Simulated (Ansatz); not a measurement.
Born–Oppenheimer molecular dynamics of F₃H₅O₃W (12 atoms, charge 0, multiplicity 1). It starts at the highest image of a converged band, a first-order saddle point between two minima.

Computed with RKS B3LYP-D4/def2-SVP (Ansatz).

```yaml
ensemble: NVE (velocity Verlet)
time_step: 0.5 fs
steps_asked: 200
starting_velocities_drawn_for: 100 K
seed: 7673
```

First frame:

```xyz
12
Properties=species:S:1:pos:R:3
W 0.085 0.122 0.103
F 0.370 -0.202 2.270
H 1.563 -0.606 0.506
F -0.453 1.578 -1.012
F -1.592 0.408 0.917
O -0.473 -1.651 -0.090
H 0.044 -2.329 -0.549
O 1.114 -0.142 -1.506
H 0.790 0.434 -2.219
O 1.056 1.597 1.183
H 1.925 1.957 0.960
H 0.901 0.786 2.095
```

(1) How far do the bonds stretch over the last three quarters of this one trajectory? (Pairs bonded in most of those frames.)

Results:

(1) 
```
   bond  mean (Å)  spread (Å)  shortest  longest
  W1–F2     1.972       0.101      1.83     2.18
  W1–H3     1.695       0.021      1.66     1.73
  W1–F4     1.909       0.008      1.90     1.92
  W1–F5     1.905       0.015      1.87     1.93
  W1–O6     1.860       0.021      1.82     1.90
  W1–O8     1.948       0.014      1.92     1.97
 W1–O10     2.458       0.189      2.10     2.70
  O6–H7     0.969       0.004      0.96     0.98
  O8–H9     0.972       0.002      0.97     0.98
O10–H11     0.969       0.002      0.97     0.97
O10–H12     0.982       0.022      0.96     1.05
```

Pairs bonded in part of these frames only: W1–H12 14 %.

Mean temperature of the second half: 294 K. The conserved energy stayed within 0.015 meV per atom of its start (net change 0.00025 meV per atom), so the integration is sound. The kinetic energy rose, since the run started high on the potential surface and went downhill. A run of 0.1 ps of so small a system gives no equilibrium averages. The orbitals stay closed-shell, which can raise the energy where a bond breaks towards radicals; this wasn't checked here.

Time of the run: 9.8 min on 4 threads of Arm Neoverse V2, with other jobs on the host, peak memory 0.43 GiB.
